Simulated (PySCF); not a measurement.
WO₂F₂, SMILES [O]=[W](=[O])([F])[F], multiplicity 1. Geometry optimised at B3LYP-D3(BJ)/def2-SVP. The multiplicity is an assumed one; other spin states were not compared. The isomer is the one that the SMILES or the coordinates give; other isomers of the formula were not compared. The def2 effective core potentials stand for the cores of W; spin–orbit coupling is left out.

Computed equilibrium geometry at B3LYP-D3(BJ)/def2-SVP (PySCF confirms it by a frequency run) as a Z-matrix, and its point group:
point group C2v.
```
W
O 1 1.7037
O 1 1.7037 2 106.06
F 1 1.8665 2 108.81 3 116.90
F 1 1.8665 2 108.81 3 -116.90
```
